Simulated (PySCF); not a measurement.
## C3H10BNO2: core ionisation energies

C3H10BNO2.
Z-matrix (Å and degrees, PBE0-D3(BJ)/def2-SVP geometry), rows numbered from 1:
```
B 
N   1  1.6342
C   2  1.4537  1  112.78
O   3  1.4135  2  112.93  1   172.38
C   4  1.3496  3  116.28  2    69.51
C   5  1.4948  4  111.70  3   176.00
O   5  1.2034  4  122.20  3    -5.52
H   1  1.2247  2  105.77  3    58.48
H   1  1.2229  2  105.34  3   178.58
H   1  1.2265  2  105.28  3   -61.57
H   2  1.0239  1  109.76  3  -120.91
H   2  1.0217  1  108.24  3   121.95
H   3  1.0954  2  108.64  1    54.50
H   3  1.0982  2  107.61  1   -64.74
H   6  1.0954  5  109.49  4  -169.50
H   6  1.1008  5  109.11  4    70.90
H   6  1.0983  5  110.59  4   -46.95
```

Computed, not measured: delta-SCF UKS SCAN, pcX-2 on the ionised atom, pcseg-1 elsewhere, spin-free X2C in PySCF 2.14.0. Each binding energy is the total energy of the core-ionised species, with the hole localised on one atom, minus that of the ground state; both are solved self-consistently, so orbital relaxation is included.

List the computed XPS lines with their assignment.

| atom(s) | environment | level | binding energy (eV) | above the level's lowest (eV) | count |
| --- | --- | --- | --- | --- | --- |
| B1 | four-coordinate boron | B 1s | 193.80 | 0.00 | 1 |
| N2 | nitrogen bonded to B, C and 2 H | N 1s | 407.53 | 0.00 | 1 |
| C3 | sp3 carbon bound to oxygen | C 1s | 294.17 | +2.14 | 1 |
| O4 | ester single-bonded oxygen | O 1s | 540.27 | +1.66 | 1 |
| C6 | methyl carbon next to a carbonyl | C 1s | 292.03 | 0.00 | 1 |
| O7 | ester carbonyl oxygen | O 1s | 538.61 | 0.00 | 1 |

Lowest listed C 1s: C6, bonded to C and 3 H. Highest, 2.14 eV above it: C3, bonded to O, N and 2 H. Summing the Pauling electronegativity differences to the bonded atoms, each weighted by its formal bond order, gives -1.05 for the lowest site and +0.68 for the highest.

The listed O 1s values span 1.66 eV, from O7 (bonded to C (double bond)) to O4 (bonded to 2 C). Summing the Pauling electronegativity differences to the bonded atoms, each weighted by its formal bond order, gives -1.78 for the lowest site and -1.78 for the highest; the sum is the same at every site.

Give the binding energy of O 1s of O4 in hartree and in kJ/mol.

540.27 eV = 19.8546 Eh = 52128 kJ/mol.

Which effective nuclear charge Zeff reproduces each element's mean 1s value in the hydrogen-like formula E = 13.606 eV × Zeff²?

B (Z = 5): mean 193.8 eV, Zeff = 3.77, Z − Zeff = 1.23; C (Z = 6): mean 293.1 eV, Zeff = 4.64, Z − Zeff = 1.36; N (Z = 7): mean 407.5 eV, Zeff = 5.47, Z − Zeff = 1.53; O (Z = 8): mean 539.4 eV, Zeff = 6.30, Z − Zeff = 1.70. Means run over the listed sites, weighted by atom count.

The list is incomplete; no value stands for C 1s of C5 (hole states with ⟨S²⟩ of 1 or more are left out). Geometry: PBE0-D3(BJ)/def2-SVP, one conformer, isolated molecule.
